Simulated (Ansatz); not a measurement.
Consider the atomization: `C=C[Si@@H](O)O[Si@@H](C)O` → 3 C• + 10 H• + 3 O• + 2 Si•.

Calculated with Ansatz (gas phase, PBE0-D4/def2-TZVP geometries, no zero-point term in ΔE). CCSD(T)/CBS is the MP2 limit (def2-TZVPP, def2-QZVPP) plus CCSD(T) − MP2 in def2-TZVPP, frozen cores. This one scheme is used for every species, atoms too. Functionals use def2-TZVPP. B3LYP here is the variant with VWN-RPA as its local correlation; programs differ in this. Open shells (•) are unrestricted, without spin–orbit coupling. Spin–orbit coupling would lower the free atoms: a little for C, O, Si. Each species was taken in one conformer, which may not be the lowest.

`C=C[Si@@H](O)O[Si@@H](C)O`:

```xyz
18

C    -2.668    0.840   -1.829
C    -1.352    1.028   -1.783
Si   -0.444    1.358   -0.210
O    -1.525    1.085    1.013
O     0.833    0.353   -0.069
Si    1.084   -1.177    0.483
C     2.857   -1.395    0.952
O     0.167   -1.437    1.821
H    -3.192    0.636   -2.759
H    -3.276    0.878   -0.930
H    -0.787    0.974   -2.713
H     0.079    2.743   -0.111
H    -1.419    1.613    1.806
H     0.688   -2.108   -0.608
H     3.139   -0.682    1.730
H     3.506   -1.238    0.087
H     3.031   -2.404    1.331
H    -0.720   -1.068    1.791
```

Problem. What is ΔE at CCSD(T)/CBS? (An estimate is asked.)

Solution. Ansatz gave: +1749.8 kcal/mol.

Problem. What do these levels give: PBE-D4, B3LYP-D4, ωB97M-V, r2SCAN, PBE0, MP2/def2-TZVPP, SCS-MP2/def2-TZVPP, CCSD/def2-TZVPP, CCSD(T)/def2-TZVPP, HF/CBS(def2), MP2/CBS(def2), CCSD/CBS(def2)? (Estimate.)

Solution. Computed: PBE-D4 1763.0, B3LYP-D4 1740.0, ωB97M-V 1749.5, r2SCAN 1744.2, PBE0 1725.8, MP2/def2-TZVPP 1736.0, SCS-MP2/def2-TZVPP 1725.8, CCSD/def2-TZVPP 1678.4, CCSD(T)/def2-TZVPP 1702.6, HF/CBS(def2) 1292.1, MP2/CBS(def2) 1783.3, CCSD/CBS(def2) 1725.6 kcal/mol.

Largest T1 diagnostic among the species: 0.012.

In def2-TZVPP, CCSD(T) changes the Hartree–Fock value by +414.5 kcal/mol (the triples alone add +24.2 kcal/mol) and MP2 by +447.9 kcal/mol; breaking electron pairs costs correlation energy, which Hartree–Fock lacks. From PBE to PBE0 (25 % exact exchange), in def2-TZVPP and without D4, ΔE moves by −26.4 kcal/mol: exact exchange takes away binding that semilocal exchange gives to molecules.

For atomizations the MP2-based limit and the directly extrapolated one differ by several kJ/mol either way, and by 10 to 25 for some Ge, Se and Sn compounds, so smaller differences from it don't rank the levels.
